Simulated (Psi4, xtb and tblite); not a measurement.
Two geometries of SMILES Cc1ccc(O)c(Cc2cc(C)ccc2O)c1 (C15H16O2), singlet, relaxed at GFN2-xTB with one dihedral held; other torsions can differ between them too.

Structure A

```
33

C      2.8925     2.7716    -0.4121
C      2.6611     1.3075    -0.1837
C      3.5411     0.5584     0.5861
C      3.3296    -0.7920     0.7835
C      2.2503    -1.4320     0.1876
O      2.0712    -2.7760     0.4023
C      1.3452    -0.6914    -0.5754
C      0.1174    -1.3387    -1.1707
C     -1.1041    -0.9223    -0.3951
C     -1.9305     0.0874    -0.8595
C     -3.0431     0.5243    -0.1510
C     -3.8951     1.6342    -0.6887
C     -3.3292    -0.0806     1.0624
C     -2.5225    -1.0941     1.5482
C     -1.4131    -1.5141     0.8324
O     -0.6091    -2.5223     1.3099
C      1.5697     0.6655    -0.7498
H      3.5280     2.9177    -1.2864
H      1.9528     3.2903    -0.5879
H      3.3902     3.2229     0.4433
H      4.3904     1.0394     1.0499
H      4.0085    -1.3780     1.3842
H      1.2081    -2.9053     0.8226
H      0.0090    -1.0218    -2.2094
H      0.2265    -2.4242    -1.1466
H     -1.7036     0.5465    -1.8113
H     -4.0889     1.4911    -1.7500
H     -4.8446     1.6856    -0.1619
H     -3.3852     2.5903    -0.5681
H     -4.1880     0.2351     1.6362
H     -2.7555    -1.5647     2.4950
H     -0.9650    -2.8384     2.1486
H      0.8672     1.2372    -1.3401
```

Structure B

```
33

C     -2.6711    -1.9673    -5.8730
C     -3.1597    -2.7763    -4.7097
C     -3.0465    -4.1609    -4.7208
C     -3.4837    -4.9108    -3.6466
C     -4.0306    -4.2872    -2.5349
O     -4.4918    -5.0195    -1.4617
C     -4.1802    -2.9010    -2.5111
C     -4.7936    -2.1993    -1.3248
C     -3.7264    -1.5360    -0.4839
C     -3.5167    -0.1676    -0.5829
C     -2.5433     0.4876     0.1542
C     -2.3483     1.9705     0.0409
C     -1.7592    -0.2644     1.0206
C     -1.9458    -1.6254     1.1361
C     -2.9209    -2.2762     0.3851
O     -3.0385    -3.6189     0.5507
C     -3.7302    -2.1705    -3.6010
H     -2.9441    -0.9214    -5.7613
H     -1.5860    -2.0339    -5.9484
H     -3.0929    -2.3425    -6.8041
H     -2.6155    -4.6576    -5.5775
H     -3.3874    -5.9886    -3.6592
H     -4.0959    -5.8982    -1.4804
H     -5.4810    -1.4318    -1.6849
H     -5.3698    -2.9126    -0.7308
H     -4.1420     0.4054    -1.2544
H     -2.7173     2.4691     0.9375
H     -1.2917     2.2115    -0.0626
H     -2.8840     2.3698    -0.8168
H     -0.9951     0.2219     1.6095
H     -1.3407    -2.2168     1.8054
H     -3.7113    -3.9798    -0.0503
H     -3.8314    -1.0952    -3.5755
```

**Question.** Which is lower in energy at the level PBE0-D3(BJ)/def2-SVP // GFN2-xTB run with Psi4, and by how much?

**Answer.** B is lower, by 7.45 kJ/mol (dihedral C4–C5–O6–H23: 120° in A, 20° in B).

E(B) − E(A) in kJ/mol at the other levels, on the same two geometries: GFN2-xTB (xtb and tblite) -12.63; PBE0/def2-SVP // GFN2-xTB (Psi4) -7.60; PBE/def2-SVP // GFN2-xTB (Psi4) -9.73; PBE-D3(BJ)/def2-SVP // GFN2-xTB (Psi4) -9.66.
